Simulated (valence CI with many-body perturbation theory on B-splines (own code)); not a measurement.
## Te⁴⁵⁺: magnetic and hyperfine properties of the levels

Calculated by valence CI with perturbative core correlation (CI+MBPT): five valence electrons over a frozen Dirac-Fock core [He], radial functions for each j: 9 s, 9 p, 8 d, 6 f, 3 g, 1 h, with the one-electron correlation potential Σ1, the two-electron term Σ2, the three-electron term Σ3, Breit, model QED; selected CI, second order for the rest (own B-spline code, finite nucleus).

No measured spectrum was set against this ion. As an estimate, large intervals hold to a few tenths of a per cent, small ones and those within an open d or f shell to about a per cent. Among the levels kept, up to 1300 cm⁻¹ of a level comes from second order outside the variational space, and about a tenth of that is noise between levels of different J, which matters for small intervals.

A/g_I is the dipole constant over the nuclear g factor μ/I (μ in nuclear magnetons, uniformly magnetised nucleus), B/Q the quadrupole constant per barn. Both hold the static response of the core; the bare values leave it out. Large factors of s and p1/2 electrons are usually good to 5 to 10 %; those of open d and f shells near neutrality can be off by tens of per cent, and small factors of p3/2, d and f electrons come from cancelling terms and can be off by a factor of two or in sign, in half-filled shells by more. B is blank for J = 1/2, where it vanishes, and for nearly pure S terms. Energies count from the lowest level.

Levels are named by their leading jj configuration (3d3/2^4 stands for four electrons in 3d with j = 3/2), which in mixed levels can hold well under half, so a name can repeat and another be missing. Letters in brackets count levels of one name in rising energy.

```tsv
Level	E (Ry)	g	A/g_I (MHz)	A/g_I bare	B/Q (MHz/b)	B/Q bare
(2s^2 2p1/2^2 2p3/2) J=3/2	0.00	1.368	250000	259000	460000	461000
(2s^2 2p1/2 2p3/2^2) J=3/2	19.87	1.437	-21400	-10600	72500	72600
(2s^2 2p1/2 2p3/2^2) J=5/2	21.30	1.182	556000	559000	-2140	-2140
(2s^2 2p1/2 2p3/2^2) J=1/2	23.46	0.643	1720000	1710000		
(2s 2p1/2^2 2p3/2^2) J=5/2	35.08	1.487	1270000	1260000	154000	154000
(2s 2p1/2^2 2p3/2^2) J=1/2	39.86	2.117	5190000	5130000		
(2s 2p1/2^2 2p3/2^2) J=3/2	39.98	1.210	-703000	-676000	-144000	-145000
(2s^2 2p3/2^3) J=3/2	43.42	1.281	274000	281000	-534000	-535000
(2s 2p1/2 2p3/2^3) J=3/2 [a]	56.42	1.543	1220000	1220000	-389000	-390000
(2s 2p1/2 2p3/2^3) J=5/2	58.71	1.278	1580000	1570000	-656000	-658000
(2s 2p1/2 2p3/2^3) J=1/2	61.23	1.432	-1660000	-1610000		
(2s 2p1/2 2p3/2^3) J=3/2 [b]	62.07	1.065	104000	118000	-70600	-70800
(2p1/2^2 2p3/2^3) J=3/2	78.90	1.317	249000	263000	-497000	-498000
(2s 2p3/2^4) J=1/2	82.39	1.734	5240000	5160000		
(2p1/2 2p3/2^4) J=1/2	100.23	0.643	1720000	1710000		
(2s^2 2p1/2^2 3s) J=1/2	310.17	2.021	1500000	1490000		
(2s^2 2p1/2^2 3p1/2) J=1/2	314.77	0.658	490000	487000		
(2s^2 2p1/2^2 3p3/2) J=3/2	321.55	1.332	74600	77200	131000	131000
(2s^2 2p1/2^2 3d3/2) J=3/2	326.06	0.784	43700	43600	20300	20600
(2s^2 2p1/2^2 3d5/2) J=5/2	328.35	1.199	21300	21400	14300	14700
(2s^2 2p1/2 2p3/2 3s) J=3/2 [a]	330.45	1.670	386000	390000	318000	319000
(2s^2 2p1/2 2p3/2 3s) J=1/2	330.95	1.297	-628000	-607000		
(2s^2 2p1/2 2p3/2 3s) J=5/2	331.66	1.336	799000	798000	417000	417000
(2s^2 2p1/2 2p3/2 3s) J=3/2 [b]	331.96	0.987	508000	514000	261000	261000
(2s^2 2p1/2 2p3/2 3p1/2) J=1/2	335.02	1.715	-293000	-276000		
(2s^2 2p1/2 2p3/2 3p1/2) J=3/2 [a]	335.41	1.144	374000	378000	86600	86800
(2s^2 2p1/2 2p3/2 3p1/2) J=5/2	336.26	1.083	603000	605000	414000	415000
(2s^2 2p1/2 2p3/2 3p1/2) J=3/2 [b]	337.96	1.348	386000	393000	454000	455000
(2s^2 2p1/2 2p3/2 3p3/2) J=5/2 [a]	341.06	1.441	122000	127000	539000	541000
(2s^2 2p1/2 2p3/2 3p3/2) J=1/2 [a]	341.54	1.640	-411000	-400000		
(2s^2 2p1/2 2p3/2 3p3/2) J=3/2 [a]	341.97	1.177	513000	513000	-314000	-314000
(2s^2 2p1/2 2p3/2 3p3/2) J=7/2	342.46	1.241	391000	394000	562000	563000
(2s^2 2p1/2 2p3/2 3p3/2) J=3/2 [b]	342.77	1.396	262000	268000	94900	95200
(2s^2 2p1/2 2p3/2 3p3/2) J=5/2 [b]	343.37	1.367	870000	867000	134000	134000
(2s^2 2p1/2 2p3/2 3p3/2) J=5/2 [c]	344.20	1.464	950000	947000	322000	323000
(2s^2 2p1/2 2p3/2 3p3/2) J=1/2 [b]	344.57	0.662	1630000	1620000		
(2s 2p1/2^2 2p3/2 3s) J=3/2 [a]	345.27	1.504	1430000	1430000	267000	267000
(2s^2 2p1/2 2p3/2 3d3/2) J=3/2 [a]	346.41	0.937	112000	114000	-240000	-241000
(2s^2 2p1/2 2p3/2 3d3/2) J=5/2 [a]	346.56	0.978	272000	274000	-42000	-42000
(2s^2 2p1/2 2p3/2 3d3/2) J=1/2 [a]	346.68	0.233	380000	369000
```

(1) Take the isotope of mass number 125, with I = 1/2, μ = -0.887 μN. What is the hyperfine structure of (2s^2 2p1/2 2p3/2^2) J=5/2?

Results:

(1) From the table A = -986000 MHz. Shifts from the centre of gravity in MHz: F = 2: 1730000, F = 3: -1230000.
